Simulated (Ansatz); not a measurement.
Single points on HfSi2.

```yaml
crystal:
  periodic: [false, false, false]
  atoms:
    - {symbol: Hf, position_ang: [1.315990, 0.630867, 0.277938]}
    - {symbol: Si, position_ang: [-1.133457, 0.236773, 0.858864]}
    - {symbol: Si, position_ang: [-0.182532, -0.867639, -1.136802]}
basis:
  gaussian: {orbitals: def2-TZVP, initial_orbitals: start.molden}
magnetization: {spin_polarized: true, initial_magnetization: 4}
hamiltonian: {xc: {name: LC-wPBE, parameters: {omega: 0.2/bohr}}}
scf: {omitted_lower_state_checks: [starts]}
output: {orbitals: {seedname: orbitals}}
```

The file start.molden holds the orbitals of an earlier run on this structure, at another level or in another basis.

```sh
$ ansatz run in.yaml --threads 4 --pin off --events-out ev --progress --plain --max-ram 3916MiB
```

Shortened log:

```
Functional definition: LC-wPBE
849 factors; their error is unknown
146 factors; integrals over basis functions are off by at most 9.9e-6 eV
mean field evaluation 1: about -17051.1868 eV, gradient 6.1e0 eV
mean field evaluation 2: about -17051.2396 eV, gradient 9.8e-2 eV
mean field evaluation 4: about -17051.2246 eV, gradient 6.3e-3 eV
mean field evaluation 8: about -17051.2246 eV, gradient 3.0e-5 eV
mean field -17051.22460110 eV, -626.6209463551 hartree, gradient 9.9e-6 eV, S^2 6.020794; 0 other end points of the search recorded, 0 dependent functions left out
reference -17051.22460111 eV, -626.6209463558 hartree; 22, 18 occupied and 92, 96 virtual orbitals, 849 factors
Total energy: -17051.22460111 eV, -626.6209463558 hartree
Checks for a lower state left out: starts
```

Run time 3.9 s (4 threads of Arm Neoverse V2 on a shared host).

As the first input, with `hamiltonian: {xc: pbe0, dispersion: d4}` and without the key `scf` (abridged; 7.5 s):

```
Functional definition: PBE0
mean field evaluation 16: about -17049.7607 eV, gradient 8.7e-2 eV
mean field evaluation 32: about -17049.8355 eV, gradient 5.0e-4 eV
mean field evaluation 64: about -17050.0486 eV, gradient 1.2e0 eV
mean field -17050.14231171 eV, -626.5811729537 hartree, gradient 1.7e-5 eV, S^2 6.025637; 7 other end points of the search recorded, 0 dependent functions left out
Total energy: -17050.26209403 eV, -626.5855748730 hartree
```

As the first input, with `hamiltonian: {xc: {name: wB97X-V}}` (abridged; 17 s):

```
Functional definition: wB97X-V
mean field -17052.60102718 eV, -626.6715290809 hartree, gradient 4.3e-6 eV, S^2 6.028787
Total energy: -17052.60102646 eV, -626.6715290541 hartree
Checks for a lower state left out: starts
```

As the first input, with `hamiltonian: {xc: {name: r2SCAN0}, dispersion: d4}` (abridged; 9 s):

```
Functional definition: r2SCAN0
mean field -17054.66271769 eV, -626.7472948096 hartree, gradient 6.6e-6 eV, S^2 6.046699
Total energy: -17054.69532891 eV, -626.7484932497 hartree
Checks for a lower state left out: starts
```

First input, but with `hamiltonian: {xc: {name: LC-wPBE, parameters: {omega: 0.3/bohr}}}` (abridged; 4.5 s):

```
Functional definition: LC-wPBE
mean field -17050.97138778 eV, -626.6116409373 hartree, gradient 4.2e-6 eV, S^2 6.036829
Total energy: -17050.97138778 eV, -626.6116409376 hartree
Checks for a lower state left out: starts
```

First input, but with `hamiltonian: {xc: {name: LC-wPBE, parameters: {omega: 0.1/bohr}}}` (abridged; 4.9 s):

```
Functional definition: LC-wPBE
mean field -17051.38150190 eV, -626.6267123532 hartree, gradient 3.4e-6 eV, S^2 6.012734
Total energy: -17051.38150198 eV, -626.6267123562 hartree
Checks for a lower state left out: starts
```

The first input with `correlation: {method: mp2}` and without the key `hamiltonian` (abridged; 1.1 s):

```
Functional definition: HF
mean field evaluation 16: about -17012.0592 eV, gradient 2.2e-6 eV
mean field -17012.05921807 eV, -625.1816450763 hartree, gradient 2.3e-6 eV, S^2 6.451906
10 core orbitals not correlated: weight in the atoms' cores, before any rotation towards them, 1.000 or more for the frozen orbitals, at most 0.000 for the correlated occupied ones
second order -11.56255443 eV of doubles, -0.00000000 eV of singles
Total energy: -17023.62177250 eV, -625.6065611142 hartree
Checks for a lower state left out: starts
```

Geometry: PBE-D4/def2-TZVP.

In the def2 sets Hf takes a core potential; there is no spin–orbit coupling. Correlated methods freeze 10 core orbitals; core or outer-core shells of Hf are correlated, in sets that lack core-valence functions. At MP2/def2-TZVP the charge 0 quintet is spin-contaminated (final ⟨S²⟩ up to 6.45, 6.00 for a pure state). At PBE0-D4/def2-TZVP a triplet of charge 0 lies 0.97 eV below the quintet, each at its own geometry. The structure comes from a short search, and lower isomers may exist.
